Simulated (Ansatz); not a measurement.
C2H6NSi, SMILES `C=C[N][SiH3]` radical. Total charge 0; spin multiplicity 2.

Z-matrix (Å, degrees):
```
Si
N 1 1.734
H 1 1.495 2 112.9
H 1 1.485 2 108.3 3 -121.0
H 1 1.485 2 108.3 3 121.0
C 2 1.300 1 124.1 3 -0.0
C 6 1.397 2 121.7 1 180.0
H 6 1.100 2 121.7 1 -0.0
H 7 1.083 6 119.4 2 0.0
H 7 1.083 6 121.2 2 -180.0
```

(1) Give the diagnostics of a CCSD(T)/def2-TZVPP run (frozen core, Ansatz 0.2.0). (Best estimate.)

Answers

(1) The calculation gave: T1 = 0.0268, largest single amplitude 0.082, largest double 0.050, (T) share of the correlation energy 4.0 %, 12 CCSD cycles. ⟨S²⟩ of the UHF reference is 0.936 against 0.75 for a pure state. T1 lies under the customary mark of 0.045 for open shells.
